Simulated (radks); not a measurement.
Results of a calculation; reference values are marked as such.
Removal energies from the cadmium ion Cd9+, [Kr] 4d(3/2: 3, 5/2: 0), by Delta-SCF beside the eigenvalue of the level emptied. Level of theory: Dirac Kohn-Sham, relativistic LDA (MacDonald-Vosko exchange, VWN5 correlation), spin-unpolarised, spherical densities, finite nucleus; Fermi nuclear charge, rms radius of each element as measured or else 0.836 A^(1/3) + 0.57 fm (a radial shooting solver on a logarithmic mesh with Libxc functionals). Sub-shells are occupied by j as written (lower j first in brackets).

| removed from | final configuration | Delta-SCF (eV) | -eigenvalue (eV) |
|---|---|---|---|
| 4d3/2 | [Kr] 4d(3/2: 2, 5/2: 0) | 173.00 | 161.89 |
| 4p3/2 | [Ar] 3d10 4s2 4p(1/2: 2, 3/2: 3) 4d(3/2: 3, 5/2: 0) | 233.43 | 221.39 |
| 4p1/2 | [Ar] 3d10 4s2 4p(1/2: 1, 3/2: 4) 4d(3/2: 3, 5/2: 0) | 240.58 | 228.29 |
| 4s1/2 | [Ar] 3d10 4s1 4p6 4d(3/2: 3, 5/2: 0) | 277.39 | 264.69 |
